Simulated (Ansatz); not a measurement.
F2Se (SMILES F[Se]F) moved off its minimum; all values from Ansatz (an electronic-structure program), cores frozen in correlated methods.
(charge 0, multiplicity 1)
```xyz
3

Se    -0.0080    -0.1218     0.4372
F      0.6106     1.3148    -0.7028
F     -0.7911    -1.1345    -0.8019
```

Forces at wB97M-V/def2-TZVPP (eV/Å):

| atom | Fx | Fy | Fz |
|---|---|---|---|
| Se1 | 0.459 | 1.706 | -2.977 |
| F2 | -1.156 | -2.642 | 1.987 |
| F3 | 0.698 | 0.936 | 0.990 |

Q: Give the forces (eV/Å), the total energy and the dipole at CCSD(T)/aug-cc-pVTZ.

A: 
```
atom      Fx      Fy      Fz
----  ------  ------  ------
Se1    0.485   1.645  -2.621
F2    -1.066  -2.431   1.817
F3     0.581   0.786   0.803
```
Energy -2599.4954 hartree, dipole 2.55 D.
